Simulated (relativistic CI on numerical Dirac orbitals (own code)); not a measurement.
Spin-allowed bands of a d3 ion in an octahedral site, by hand

Problem. Take Δ = 8550 cm⁻¹ and B = 770 cm⁻¹ for a d3 ion in an octahedral site. Calculate the three spin-allowed bands.

Working.
1. The terms of highest spin are 4F (energy 0) and 4P (15B = 11550 cm⁻¹). Here the F term splits into A2 at −1.2Δ = -10260, T2 at −0.2Δ = -1710 and T1 at +0.6Δ = 5130 cm⁻¹.
2. The two T1 states mix through the element 0.4Δ: H = [[5130, 3420], [3420, 11550]], with roots ½(H₁₁ + H₂₂) ∓ ½√[(H₂₂ − H₁₁)² + 4H₁₂²] = ½(16680) ∓ ½(9381) = 3650 and 13030 cm⁻¹.
3. The ground term is 4A2 at -10260 cm⁻¹.
4. Bands: 4T2 8550 cm⁻¹ (1170 nm), 4T1(F) 13910 cm⁻¹ (719 nm), 4T1(P) 23290 cm⁻¹ (429 nm).

Check. Exact diagonalisation of the whole d3 shell with these parameters gives 4T2 8550, 4T1 13910, 4T1 23290 cm⁻¹. The match is exact, since without spin-orbit coupling no other term has this spin. The ratio of the second band to the first, 1.627, depends on Δ/B = 11.1 alone, which is how a Tanabe-Sugano diagram is read.
